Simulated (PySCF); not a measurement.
# Curvature of the energy in the electron number along the 4p block, charge -1

Calculated with PySCF 2.14, in aug-cc-pVTZ-PP with ECP10MDF, ECP, aug-cc-pVTZ-DK, spin-free X2C: one orbital is emptied in steps, and each cell gives the departure of E from the straight line at half an electron, in eV (from a cubic fit). The exact functional gives zero.

```tsv
species	orbital	LDA	PBE	r2SCAN	PBE0	BHandHLYP	LC-wPBE
Ga-	4p alpha	-0.52	-0.50	-0.47	-0.35	-0.21	0.08
Ge-	4p alpha	-0.70	-0.68	-0.64	-0.47	-0.27	0.08
As-	4p beta	-0.71	-0.67	-0.60	-0.45	-0.28	0.10
Se-	4p beta	-0.84	-0.80	-0.73	-0.54	-0.31	0.09
Br-	4p beta	-0.96	-0.92	-0.84	-0.62	-0.34	0.05
```

Question: How does the mean departure depend on the functional?

Answer: LDA -0.75 eV; PBE -0.71 eV; r2SCAN -0.66 eV; PBE0 -0.49 eV; BHandHLYP -0.28 eV; LC-wPBE 0.08 eV. Semilocal functionals are convex (delocalisation error), and exact exchange removes curvature roughly in proportion to its share, so among the functionals the range-separated hybrids usually come closest to zero.

At the full anion the orbital energy is positive in some cells, where the basis helps to hold the electron.

No spin-orbit coupling is included.
